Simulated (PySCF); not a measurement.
**From computed data to an observable: chemical shift, span and skew from a shielding tensor**

Si(Me)(OH)2(SH) (CH6O2SSi), SMILES C[Si](O)(O)S. Atoms are numbered in the order given.

```xyz
11

C      1.8553     0.7006    -0.1339
Si     0.0810     0.1919    -0.3066
O     -0.0115    -0.6653    -1.7158
O     -0.9929     1.4522    -0.4258
S     -0.5841    -0.9288     1.4125
H      2.1508     1.3165    -0.9973
H      2.0162     1.2825     0.7855
H      2.5141    -0.1807    -0.1052
H     -0.8853    -0.9926    -1.9510
H     -1.2321     1.9041     0.3881
H      0.5506    -1.6548     1.5088
```
Charge 0, spin multiplicity 1.

The structure is a stationary point at PBE0-D3(BJ)/def2-SVP. One conformer was computed; it need not be the lowest.

GIAO shieldings from B3LYP/pcSseg-1 in PySCF, non-relativistic, no solvent. The symmetric part of the tensor of Si2 has the principal values 319.0, 321.0, 376.8 ppm. The same nucleus in TMS has σ = 338.7 ppm at this level (PySCF, at its B3LYP-D3(BJ)/def2-TZVP geometry).

### Question
Work out the isotropic shielding, the ²⁹Si shift against TMS, the span and the skew.

### Answer

σ(iso) = (σ11 + σ22 + σ33)/3 = 338.9 ppm. δ = σ(ref) − σ(iso) = 338.7 − (338.9) = -0.2 ppm.
Span Ω = σ33 − σ11 = 57.8 ppm. Skew κ = 3(σ(iso) − σ22)/Ω = 0.93. Tumbling in solution averages the tensor to δ; in a static solid the shielding alone would spread this spin-1/2 line over Ω.
